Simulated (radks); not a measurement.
Values are calculated unless marked as measured or tabulated.
Valence configurations of the nickel ion Ni2+ (all share [Ar]). Level of theory: non-relativistic Kohn-Sham, PBE, spin-polarised, spherical densities, point nucleus; open shells are filled with parallel spins first (a radial shooting solver on a logarithmic mesh with Libxc functionals). Energies are relative to 3d8; eigenvalues in eV for spin up.

3d8: E (eV) 0.000; moment (Bohr magnetons) 2; e(3d) -29.482
3d7.5 4s0.5: E (eV) 3.242; moment (Bohr magnetons) 3; e(3d) -33.043; e(4s) -23.025
3d7.5 4p0.5: E (eV) 6.600; moment (Bohr magnetons) 3; e(3d) -33.708; e(4p) -16.675
3d7 4s1: E (eV) 7.218; moment (Bohr magnetons) 4; e(3d) -36.821; e(4s) -24.434
3d7 4p1: E (eV) 14.264; moment (Bohr magnetons) 4; e(3d) -38.119; e(4p) -18.096
3d6 4s2: E (eV) 19.963; moment (Bohr magnetons) 4; e(3d) -44.978; e(4s) -26.344
3d6.5 4p1.5: E (eV) 23.077; moment (Bohr magnetons) 5; e(3d) -42.694; e(4p) -19.449
3d6 4p2: E (eV) 33.128; moment (Bohr magnetons) 6; e(3d) -47.422; e(4p) -20.733
3d5.5 4s0.5 4p2: E (eV) 40.461; moment (Bohr magnetons) 7; e(3d) -51.714; e(4p) -21.682; e(4s) -29.722
3d5.5 4p2.5: E (eV) 44.487; moment (Bohr magnetons) 7; e(3d) -52.296; e(4p) -21.961

NIST lists [Ar] 3d8 as the ground configuration; this level of theory agrees among the configurations tried. The energies are those of spherical high-spin densities, not of single terms.
